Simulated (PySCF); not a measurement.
CClF, SMILES [C](Cl)F (connectivity only; charge and spin as stated), neutral, multiplicity 1.

Coordinates come from a PBE-D3(BJ)/def2-TZVP optimisation. The isomer is the one that the SMILES or the coordinates give; other isomers of the formula were not compared.

These are PBE-D3(BJ)/def2-TZVP in PySCF 2.14.0 values and carry that method's errors.

Frequencies are harmonic and unscaled.

Computed vibrational spectrum:
```tsv
mode	ν (cm⁻¹)	IR (km/mol)	moving atoms (share of kinetic energy)
1	425	13.8	F 50 %, Cl 40 %, C 10 %
2	722	204.8	C 81 %, Cl 13 %
3	1114	237.3	C 61 %, F 38 %
```
